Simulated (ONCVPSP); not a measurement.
**LDA (Perdew-Wang 92) ONCV dataset for Os (Z = 76), scalar-relativistic all-electron reference.**

The input file (ONCVPSP 4.0.1):

```
# ATOM AND REFERENCE CONFIGURATION
# atsym  z   nc   nv     iexc    psfile
  Os 76.00   10    4  -001012      upf
#
#   n    l    f
    1    0    2.00
    2    0    2.00
    2    1    6.00
    3    0    2.00
    3    1    6.00
    3    2   10.00
    4    0    2.00
    4    1    6.00
    4    2   10.00
    4    3   14.00
    5    0    2.00
    5    1    6.00
    5    2    7.00
    6    0    1.00
#
# PSEUDOPOTENTIAL AND OPTIMIZATION
# lmax
    2
#
#   l,   rc,      ep,       ncon, nbas, qcut
    0    1.80    0.00    4    8    5.40
    1    1.85    0.00    3    7    7.10
    2    1.65    0.00    5    8    5.80
#
# LOCAL POTENTIAL
# lloc, lpopt,  rc(5),   dvloc0
    2    5    1.65    0.00
#
# VANDERBILT-KLEINMAN-BYLANDER PROJECTORs
# l, nproj, debl
    0    2    2.90
    1    1    4.00
    2    0    3.90
#
# MODEL CORE CHARGE
# icmod, fcfact, rcfact
    3    4.75    1.75
#
# LOG DERIVATIVE ANALYSIS
# epsh1, epsh2, depsh
   -5.00    5.00    0.04
#
# OUTPUT GRID
# rlmax, drl
    6.00    0.01
#
# TEST CONFIGURATIONS
# ncnf
    4
# nvcnf
#   n    l    f
    4
    5    0    2.00
    5    1    6.00
    5    2    6.00
    6    0    2.00
#
    4
    5    0    2.00
    5    1    6.00
    5    2    6.00
    6    0    1.00
#
    4
    5    0    2.00
    5    1    6.00
    5    2    6.00
    6    0    0.00
#
    5
    5    0    2.00
    5    1    6.00
    5    2    6.00
    6    0    0.00
    6    1    1.00
#
```

Command:

```bash
oncvpsp.x < Os.dat > Os.out
```

Resulting log (shortened: citation, most of the input echo, consistency checks and plot data are left out):

```
ONCVPSP  (Optimized Norm-Conservinng Vanderbilt PSeudopotential)
scalar-relativistic version 4.0.1

#   n    l    f        energy (Ha)
    1    0    2.00    -2.7127431E+03
    2    0    2.00    -4.7242032E+02
    2    1    6.00    -4.1148096E+02
    3    0    2.00    -1.0985517E+02
    3    1    6.00    -9.1966087E+01
    3    2   10.00    -7.1954710E+01
    4    0    2.00    -2.3088676E+01
    4    1    6.00    -1.7219336E+01
    4    2   10.00    -9.9338765E+00
    4    3   14.00    -1.8336177E+00
    5    0    2.00    -3.2894517E+00
    5    1    6.00    -1.7958889E+00
    5    2    7.00    -1.8103572E-01
    6    0    1.00    -2.0920899E-01

Reference configufation results
  iterations    28
  all-electron total energy (Ha)   -1.72440037D+04

Begin loop to  construct optimized pseudo wave functions
and semi-local pseudopoentials for all angular momenta

Calculating optimized projector #   1

 for l=   0

    Fraction of norm inside rc  0.978521
    Optimizing pswf for qcut=   5.39 a_B^-1,  ecut=  14.54 Ha
    Residual kinetic energy error=  1.29D-04 Ha

    Energy error per electron        Cutoff
         Ha          eV             Ha
         0.01000     0.27211        5.42
         0.00100     0.02721        9.15
         0.00010     0.00272       17.44
         0.00001     0.00027       53.96

Calculating optimized projector #   2

 for l=   0

    Fraction of norm inside rc  0.093838
    Optimizing pswf for qcut=   5.39 a_B^-1,  ecut=  14.54 Ha
    Residual kinetic energy error=  2.86D-04 Ha

    Energy error per electron        Cutoff
         Ha          eV             Ha
         0.01000     0.27211        4.76
         0.00100     0.02721       11.49
         0.00010     0.00272       24.46
         0.00001     0.00027       67.23

Calculating optimized projector #   1

 for l=   1

    Fraction of norm inside rc  0.936826
    Optimizing pswf for qcut=   7.11 a_B^-1,  ecut=  25.25 Ha
    Residual kinetic energy error=  2.85D-07 Ha

    Energy error per electron        Cutoff
         Ha          eV             Ha
         0.01000     0.27211       10.52
         0.00100     0.02721       13.25
         0.00010     0.00272       15.58
         0.00001     0.00027       17.46

Calculating optimized projector #   1

 for l=   2

    Fraction of norm inside rc  0.470697
    Optimizing pswf for qcut=   5.79 a_B^-1,  ecut=  16.75 Ha
    Residual kinetic energy error=  6.38D-04 Ha

    Energy error per electron        Cutoff
         Ha          eV             Ha
         0.01000     0.27211       12.44
         0.00100     0.02721       16.02
         0.00010     0.00272       25.89
         0.00001     0.00027       49.52

Construct Vanderbilt / Kleinmman-Bylander projectors

B matrix Hermiticity error, ll=   0
   1   2    4.5262E-04

  Orthonormal projector coefficients  8.4782E+00  1.2690E+00

Model core correction analysis
  based on d2Exc/dn_idn_j

d2excae - all-electron derivatives

   -2.597413D-02   -2.287217D-02   -1.087150D-02   -1.755416D-03
   -2.287220D-02   -2.262520D-02   -1.366059D-02   -2.814260D-03
   -1.087156D-02   -1.366062D-02   -1.587413D-02   -1.146118D-02
   -1.755415D-03   -2.814182D-03   -1.145909D-02   -2.270712D-02

d2excps - pseudofunction derivatives with no core correction

   -5.310301D-02   -3.489299D-02   -1.319921D-02   -3.940370D-03
   -3.489474D-02   -3.155626D-02   -1.652614D-02   -3.617385D-03
   -1.319958D-02   -1.652633D-02   -1.737859D-02   -1.162841D-02
   -3.941100D-03   -3.617347D-03   -1.162632D-02   -2.292292D-02

rms 2nd derivative error    8.460389E-03

rmatch, rhocmatch    0.8842   12.7981

Teter function model core charge with specified parameters

d2excps - pseudofunction derivatives with core correction

   -2.342924D-02   -1.780360D-02   -7.861735D-03   -1.883033D-03
   -1.780362D-02   -1.771883D-02   -1.076707D-02   -2.571637D-03
   -7.861727D-03   -1.076704D-02   -1.386581D-02   -1.112139D-02
   -1.883028D-03   -2.571549D-03   -1.111928D-02   -2.262399D-02

rms 2nd derivative error    2.752434E-03

Pseudoatom total energy  -93.720019

Diagnostic tests using Vanderbilt-Kleinman-Bylander pseudopotentials
  1 or more projectors used as specified by nproj input data

   l    rcore       rmatch      e in        delta e   norm test  slope test

   0   1.8018974   1.8566069  -3.2894517   0.0000067   1.0000618   1.0000414
   0   1.8018974   1.8566069  -0.2092090   0.0000034   1.0000619   1.0000477

   1   1.8566069   1.9129775  -1.7958889   0.0000019   0.9999987   0.9999994

   2   1.6571367   1.7074509  -0.1810357   0.0000004   1.0000017   1.0000043

 Testing for bound ghosts
   n   l    E NL Schr. Eq   E Basis Diag.   E Cutoff

   1   0       -3.289445       -3.289445     81.74
   2   0       -0.209206       -0.179226     81.74

   2   1       -1.795887       -1.795883     45.40

 Testing for highly-localized positive-energy ghosts
       l    <radius>/rc     E Basis Diag.   E Cutoff

       0        0.658547       10.494460     81.74  WARNING - GHOST(+)

Test configuration 0

   n   l     f        eae           eps        diff
   1   0  2.0000-2712.74309483
   2   0  2.0000 -472.42032309
   2   1  6.0000 -411.48096483
   3   0  2.0000 -109.85517223
   3   1  6.0000  -91.96608653
   3   2 10.0000  -71.95471043
   4   0  2.0000  -23.08867616
   4   1  6.0000  -17.21933581
   4   2 10.0000   -9.93387652
   4   3 14.0000   -1.83361770
   5   0  2.0000   -3.28945166   -3.28944497    6.69D-06
   5   1  6.0000   -1.79588891   -1.79588699    1.92D-06
   5   2  7.0000   -0.18103572   -0.18103531    4.04D-07
   6   0  1.0000   -0.20920899   -0.20920556    3.43D-06

    Total energies and differences
      AE_ref= -1.72440037D+04  AE_tst= -1.72440037D+04  dif=  0.00D+00
      PS_ref= -9.37200191D+01  PS_tst= -9.37200191D+01  dif=  2.56D-13
      PSP excitation error= -2.56D-13

Test configuration 1

   n   l     f        eae           eps        diff
   1   0  2.0000-2712.82878198
   2   0  2.0000 -472.50988726
   2   1  6.0000 -411.57039579
   3   0  2.0000 -109.94364875
   3   1  6.0000  -92.05456126
   3   2 10.0000  -72.04357728
   4   0  2.0000  -23.17690974
   4   1  6.0000  -17.30762397
   4   2 10.0000  -10.02232734
   4   3 14.0000   -1.92181420
   5   0  2.0000   -3.37497359   -3.37195065    3.02D-03
   5   1  6.0000   -1.87622392   -1.87611840    1.06D-04
   5   2  6.0000   -0.23746054   -0.23816442   -7.04D-04
   6   0  2.0000   -0.23442202   -0.23404314    3.79D-04

    Total energies and differences
      AE_ref= -1.72440037D+04  AE_tst= -1.72440166D+04  dif= -1.29D-02
      PS_ref= -9.37200191D+01  PS_tst= -9.37325779D+01  dif= -1.26D-02
      PSP excitation error= -3.60D-04

Test configuration 2

   n   l     f        eae           eps        diff
   1   0  2.0000-2713.12850269
   2   0  2.0000 -472.80742472
   2   1  6.0000 -411.86800208
   3   0  2.0000 -110.24155957
   3   1  6.0000  -92.35247278
   3   2 10.0000  -72.34130624
   4   0  2.0000  -23.47499715
   4   1  6.0000  -17.60569428
   4   2 10.0000  -10.32031533
   4   3 14.0000   -2.21979924
   5   0  2.0000   -3.67327434   -3.67252895    7.45D-04
   5   1  6.0000   -2.17515328   -2.17546903   -3.16D-04
   5   2  6.0000   -0.52925839   -0.52980241   -5.44D-04
   6   0  1.0000   -0.49491513   -0.49476676    1.48D-04

    Total energies and differences
      AE_ref= -1.72440037D+04  AE_tst= -1.72436544D+04  dif=  3.49D-01
      PS_ref= -9.37200191D+01  PS_tst= -9.33705511D+01  dif=  3.49D-01
      PSP excitation error= -1.96D-04

Test configuration 3

   n   l     f        eae           eps        diff
   1   0  2.0000-2713.46823949
   2   0  2.0000 -473.14418471
   2   1  6.0000 -412.20486468
   3   0  2.0000 -110.57849465
   3   1  6.0000  -92.68940984
   3   2 10.0000  -72.67804517
   4   0  2.0000  -23.81202933
   4   1  6.0000  -17.94269412
   4   2 10.0000  -10.65718904
   4   3 14.0000   -2.55653348
   5   0  2.0000   -4.00949116   -4.01231573   -2.82D-03
   5   1  6.0000   -2.51123760   -2.51249749   -1.26D-03
   5   2  6.0000   -0.85362412   -0.85420630   -5.82D-04

    Total energies and differences
      AE_ref= -1.72440037D+04  AE_tst= -1.72430195D+04  dif=  9.84D-01
      PS_ref= -9.37200191D+01  PS_tst= -9.27353484D+01  dif=  9.85D-01
      PSP excitation error= -5.22D-04

Test configuration 4

   n   l     f        eae           eps        diff
   1   0  2.0000-2713.18771218
   2   0  2.0000 -472.86566627
   2   1  6.0000 -411.92619422
   3   0  2.0000 -110.30015785
   3   1  6.0000  -92.41105742
   3   2 10.0000  -72.39980403
   4   0  2.0000  -23.53376201
   4   1  6.0000  -17.66444296
   4   2 10.0000  -10.37901002
   4   3 14.0000   -2.27844788
   5   0  2.0000   -3.73175968   -3.73903110   -7.27D-03
   5   1  6.0000   -2.23333712   -2.23969533   -6.36D-03
   5   2  6.0000   -0.58149001   -0.58682082   -5.33D-03
   6   1  1.0000   -0.29963122   -0.29391282    5.72D-03

    Total energies and differences
      AE_ref= -1.72440037D+04  AE_tst= -1.72434249D+04  dif=  5.79D-01
      PS_ref= -9.37200191D+01  PS_tst= -9.31325701D+01  dif=  5.87D-01
      PSP excitation error= -8.64D-03
```

The run took about 2.8 s on one core of a shared server CPU.
